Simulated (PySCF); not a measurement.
Isomers of CH2B2O. All species are isolated molecules in the gas phase. One relaxed conformer stands for each flexible species; it need not be the lowest. Strings in code marks are SMILES.

The HOMO from two functionals at the same geometries (r2SCAN-D4/def2-TZVP), both in PySCF: PBE-D3(BJ)/def2-TZVP and r2SCAN-D4/def2-TZVP. 

```json
[
 {"species": "`O=B/C=B\\[H]`", "r2SCAN-D4/def2-TZVP (eV)": "-6.93"},
 {"species": "`B=C=BO`", "r2SCAN-D4/def2-TZVP (eV)": "-6.02"},
 {"species": "`C=BB=O`", "r2SCAN-D4/def2-TZVP (eV)": "-6.71"},
 {"species": "`B(B)=C=O`", "r2SCAN-D4/def2-TZVP (eV)": "-5.80"}
]
```

Q: What does PBE-D3(BJ)/def2-TZVP give for each?

A: 
- `O=B/C=B\[H]`: -6.72
- `B=C=BO`: -5.86
- `C=BB=O`: -6.49
- `B(B)=C=O`: -5.64
Over these rows, drawn at random from the members with no instability flagged (it was tested for open shells, ions and some series alone), PBE minus r2SCAN-D4: mean +0.19 eV, from +0.16 eV to +0.22 eV.
